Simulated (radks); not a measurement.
Task: The mean radii <r> (bohr) of the occupied orbitals of an atom or ion are listed with their occupations. All-electron calculation, Dirac Kohn-Sham, BP86, spin-unpolarised, spherical densities, point nucleus. Program: a radial shooting solver on a logarithmic mesh with Libxc functionals.

orbital  occ.     <r>
1s1/2       1  0.7808

Name the element and its charge. Open shells, if any, are shared by 2j + 1.

Result: Z = 2, helium, charge +1: He+ in 1s1. The 1s radius gives Z: for a bare nucleus <r> = (2 gamma + 1)/(2Z) with gamma = sqrt(1 - (Z/c)^2), 0.7499 bohr for Z = 2, and the self-interaction of the functional makes it slightly larger (0.7808 here). The occupations add up to 1, and the charge is Z minus that.
